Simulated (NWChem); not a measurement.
A series in which one site is exchanged, each optimised at PBE0/def2-SVP with NWChem, gas phase unless a solvent is named. For some, no frequency run checked for a minimum. def2 effective core potentials on In; no spin-orbit coupling.

A: [Cl][InH][Br] (InHBrCl; site = Cl)
B: [F][InH][Br] (InHBrF; site = F)
C: [InH2][Br] (InH2Br; site = H)
D: [Br][InH][Br] (InHBr₂; site = Br)

Values for A:

```
Item                                                  Value
----------------------------------------------------  -----
dipole (D), PBE0/def2-SVP                              2.41
orbital gap (eV), PBE0/def2-SVP                        6.41
vertical ionisation energy, ΔSCF, PBE0/def2-SVP (eV)  10.61
static polarisability, PBE0/def2-SVPD (bohr³)          72.9
lowest singlet excitation, PBE0/def2-SVPD, TDA (eV)    5.13
```

Question: How do these values change for the other members?

Answer: 
| change from A | B | C | D |
|---|---|---|---|
| dipole (D), PBE0/def2-SVP | +0.38 | +0.28 | -0.20 |
| orbital gap (eV), PBE0/def2-SVP | +0.19 | -0.70 | -0.15 |
| vertical ionisation energy, ΔSCF, PBE0/def2-SVP (eV) | +0.28 | -0.60 | -0.28 |
| static polarisability, PBE0/def2-SVPD (bohr³) | -16.3 | -11.7 | +9.1 |
| lowest singlet excitation, PBE0/def2-SVPD, TDA (eV) | +0.09 | -0.62 | -0.14 |
